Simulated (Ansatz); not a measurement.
The first iterations of a band of C$_{3}$H$_{7}$AlBCl (13 atoms, charge 0, multiplicity 1).

Level of theory: Ansatz, RKS r2SCAN-D4/STO-3G.

```yaml
movable_images: 4
climbing_image: no
spring: 5.0 eV/Å²
optimiser: quadratic models (default)
start_path: through a guess of the saddle point
force_threshold: 0.05 eV/Å
iteration_limit: 47
end_points: relaxed
```

Image 0:

```xyz
13
Properties=species:S:1:pos:R:3
C -0.731 -1.291 1.529
Al 0.829 -0.738 0.597
Cl 2.650 -1.644 1.051
C 0.853 0.591 -0.737
B -0.138 0.523 -1.875
C -0.354 1.583 -0.799
H -0.539 -2.117 2.220
H -1.516 -1.619 0.837
H -1.157 -0.469 2.116
H 1.855 0.980 -0.960
H -0.449 0.047 -2.893
H -0.156 2.633 -1.045
H -1.125 1.486 -0.026
```

Image 5:

```xyz
13
Properties=species:S:1:pos:R:3
C -0.743 -1.325 1.490
Al 0.812 -0.806 0.532
Cl 2.599 -1.821 0.881
C 0.857 0.578 -0.744
B -0.184 0.621 -1.839
C -0.293 1.637 -0.706
H -1.117 -0.506 2.117
H -0.569 -2.182 2.148
H -1.560 -1.595 0.810
H 1.868 0.923 -0.996
H -0.566 0.212 -2.861
H -0.047 2.686 -0.911
H -1.035 1.544 0.095
```

| iteration | highest image above the first end (eV) | largest band force component (eV/Å) |
| --- | --- | --- |
| 1 | 1.384 | 8.283 |
| 2 | 0.081 | 1.587 |

Does the band converge within its limit, and where does its top end?

It converged. It ended after 6 iterations with the highest image 0.002 eV above the first end. The top lies less than 8 meV above the higher end, about what the thresholds resolve: that end is a shoulder or a very shallow well. No image climbed, so the highest image needn't sit at the top of the path. Limits of this set-up: minimal basis.

The run took 2.2 min on 1 thread of Arm Neoverse V2 (shared host), peak memory 0.13 GiB.
